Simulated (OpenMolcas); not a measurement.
BGeH5 (SMILES [BH2][GeH3]): the vertical electron affinity from total energies

BGeH5: 7 atoms, total charge 0, spin state singlet. As SMILES, `[BH2][GeH3]`. Geometry: relaxed at PBE0-D4/def2-TZVP.

```xyz
7

B     0.0075   -1.2198    0.2681
Ge    0.0489    0.7861   -0.1834
H    -1.0444   -1.7846    0.3128
H     0.9977   -1.8493    0.4886
H    -0.6011    1.0197   -1.5622
H    -0.7998    1.5662    0.8407
H     1.4525    1.4137   -0.2103
```

Both states at this one shape; open shells run unrestricted unless said. 1 Eh = 27.2114 eV.

```tsv
level	program	singlet BGeH5 (Eh)	doublet [BGeH5]− (Eh)
BLYP/aug-cc-pVDZ	OpenMolcas	-2104.795437	-2104.815384
PBE/aug-cc-pVDZ	OpenMolcas	-2104.394532	-2104.421610
M06-2X/aug-cc-pVDZ	OpenMolcas	-2104.754193	-2104.775723
```

**Question.** Work out the vertical electron affinity, E(N) − E(N+1), at each level.

**Answer.** 
1. BLYP/aug-cc-pVDZ: -2104.795437 − (-2104.815384) = 0.019947 Eh = 0.54 eV.
2. PBE/aug-cc-pVDZ: -2104.394532 − (-2104.421610) = 0.027078 Eh = 0.74 eV.
3. M06-2X/aug-cc-pVDZ: -2104.754193 − (-2104.775723) = 0.021530 Eh = 0.59 eV.

No measured value is set beside it here; the levels span 0.54 to 0.74 eV. All-electron rows are non-relativistic unless named.
